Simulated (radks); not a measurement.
Spherical jellium clusters: N electrons in a uniform positive sphere of charge N and radius rs N^(1/3), rs = 2.89 bohr. Calculated with a radial shooting solver with Libxc functionals: non-relativistic Kohn-Sham, LDA (Slater exchange, Perdew-Wang correlation), spin-polarised, spherical densities. Levels are named by radial order and angular momentum (1s, 1p, 1d, 2s, ...), and open shells are averaged over m.

N = 16, configuration 1s2 1p6 1d(up 5, down 3). This is the lowest configuration that the search found. Occupied and some empty levels:

| level | occupation | eigenvalue (eV) | <r> (bohr) |
|---|---|---|---|
| 1s up | 1 | -7.5695 | 4.434 |
| 1s down | 1 | -7.3797 | 4.367 |
| 1p up | 3 | -5.7817 | 5.492 |
| 1p down | 3 | -5.5400 | 5.484 |
| 1d up | 5 | -3.7217 | 6.340 |
| 1d down | 3 | -3.4762 | 6.378 |
| 2s up | 0 | -3.2001 | 5.816 |
| 2s down | 0 | -3.0688 | 5.886 |
| 1f up | 0 | -1.5169 | 7.311 |
| 1f down | 0 | -1.3020 | 7.424 |
| 2p up | 0 | -1.1829 | 8.164 |
| 2p down | 0 | -1.0764 | 8.342 |

Energy (eV): total -23.3892, kinetic 49.547, external -1113.7, Hartree 541.97, exchange-correlation -75.118, background 573.95.

Electron density:

| r (bohr) | n(r) (e/bohr^3) |
|---|---|
| 0.852 | 0.005717 |
| 1.77 | 0.006990 |
| 2.68 | 0.008882 |
| 3.60 | 0.01066 |
| 4.51 | 0.01125 |
| 5.42 | 0.009832 |
| 6.34 | 0.006759 |
| 7.25 | 0.003578 |
| 8.17 | 0.001541 |
| 9.08 | 0.0005923 |
| 9.99 | 0.0002132 |
| 10.9 | 0.00007394 |
| 11.8 | 0.00002528 |
